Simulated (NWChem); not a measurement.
Species: C3H3N2 anion

```xyz
8

C     -0.6982     0.0000    -0.9003
C      0.6982     0.0000    -0.9003
N      1.1439     0.0000     0.3937
C      0.0000     0.0000     1.1060
N     -1.1439     0.0000     0.3937
H     -1.3877     0.0000    -1.7483
H      1.3877     0.0000    -1.7483
H      0.0000     0.0000     2.2005
```
Atoms are numbered in this order, from 1.

Results from NWChem. Pople sets run with spherical d functions. All runs use the structure optimised with B3LYP/def2-SVPD. Not confirmed as a minimum by frequencies. Level: PBE0/6-31+G*; the question gives the wavelength of the field.

Task: What does the run give for field static? Quantities: isotropic polarisability (bohr³); anisotropy (bohr³).

Result: 
```yaml
isotropic polarisability (bohr³): 59.1
anisotropy (bohr³): 22.9
```
